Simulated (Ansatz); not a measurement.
Input for Ansatz (an electronic-structure program): R-CCSD(T)/def2-SVP on GeH4OSi (SMILES [OH][Ge][SiH3]), a point of a torsion scan. The run froze 20 orbitals, filled d shells among them.

Ansatz 0.2 input:
```yaml
crystal:
  periodic: [false, false, false]
  atoms:
    - {symbol: O, position_ang: [1.96073745, -0.25328698, -0.45740997]}
    - {symbol: Ge, position_ang: [1.07700482, -0.95725950, 0.93766023]}
    - {symbol: Si, position_ang: [1.67828189, -3.24362714, 0.30867290]}
    - {symbol: H, position_ang: [2.35301252, 0.61573805, -0.42569252]}
    - {symbol: H, position_ang: [3.09189205, -3.52417423, 0.62547205]}
    - {symbol: H, position_ang: [0.94347432, -4.28176569, 1.05762066]}
    - {symbol: H, position_ang: [1.52977674, -3.63087500, -1.10113896]}
basis:
  gaussian:
    orbitals: def2-SVP
magnetization: {spin_polarized: false}
correlation: {method: ccsd_t, electrons: outside_noble_gas}
scf: {lower_state_search: off}
```

Program output:

```
WARN ansatz: RAYON_NUM_THREADS=2 ignored (pool sized by the plan → 2); use --threads N
Functional definition: HF
these checks for a lower state are left out or cut short: stability, starts, cluster_reference, orbital_swaps, neighbouring_geometries, increment
integrals: 0.08 GiB planned
818 factors; integrals over basis functions are off by at most 1.1e-3 eV
mean field: 0.24 GiB planned
mean field evaluation 1: about -66421.6675 eV, gradient 3.5e1 eV
mean field evaluation 2: about -66421.6851 eV, gradient 3.5e1 eV
mean field evaluation 4: about -66424.5548 eV, gradient 2.9e0 eV
mean field evaluation 8: about -66424.6130 eV, gradient 6.1e-4 eV
mean field -66424.61299079 eV, -2441.0595031916 hartree, gradient 3.1e-6 eV, S^2 0.000000; 0 other end points of the search recorded, 0 dependent functions left out
20 core orbitals not correlated
reference -66424.61299079 eV, -2441.0595031916 hartree; 9, 9 occupied and 55, 55 virtual orbitals, 818 factors
second order -10.04676898 eV of doubles, -0.00000000 eV of singles
coupled cluster: 0.17 GiB planned
cycle   1  -10.67393821 eV  change   -6.3e-1 eV  update   1.1e-1
cycle   2  -11.04816427 eV  change   -3.7e-1 eV  update   3.7e-2
cycle   3  -11.17793914 eV  change   -1.3e-1 eV  update   2.4e-2
cycle   4  -11.17074251 eV  change    7.2e-3 eV  update   7.2e-3
cycle   5  -11.16878860 eV  change    2.0e-3 eV  update   3.3e-3
cycle   6  -11.16918993 eV  change   -4.0e-4 eV  update   1.4e-3
cycle   7  -11.16874816 eV  change    4.4e-4 eV  update   6.7e-4
cycle   8  -11.16887586 eV  change   -1.3e-4 eV  update   3.4e-4
cycle   9  -11.16905573 eV  change   -1.8e-4 eV  update   1.8e-4
cycle  10  -11.16893700 eV  change    1.2e-4 eV  update   9.0e-5
cycle  11  -11.16896748 eV  change   -3.0e-5 eV  update   4.3e-5
cycle  12  -11.16898542 eV  change   -1.8e-5 eV  update   1.5e-5
perturbative correction -0.29893027 eV, -0.0109854848 hartree
Total energy: -66436.08090647 eV, -2441.4809413198 hartree
Checks for a lower state left out: stability, starts, cluster_reference, orbital_swaps, neighbouring_geometries, increment
```

The run converged.

Cost: roughly 6 core-seconds.
